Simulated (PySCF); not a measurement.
HSZn, SMILES [SH][Zn+], charge +1.

Geometry optimised at B3LYP-D3(BJ)/def2-TZVP. The multiplicity is an assumed one; other spin states were not compared. The isomer is the one that the SMILES or the coordinates give; other isomers of the formula were not compared.

These are PySCF with r2SCAN/def2-TZVPD values and carry that method's errors.

Isolated molecule, no solvent.

**Question.** Estimate the frontier levels, gap, dipole moment and polarisability. (Estimate from the structure and the level; the computed values follow.)

**Answer.** 
```yaml
highest_occupied_level: -12.33 eV
lowest_empty_level: -10.90 eV
orbital_gap: 1.43 eV
dipole_moment_about_the_centre_of_nuclear_charge: 3.58 D
mean_static_polarisability: 41.2 bohr³ (6.11 Å³)
polarisability_principal_values: 31.0, 32.5, 60.1 bohr³
```
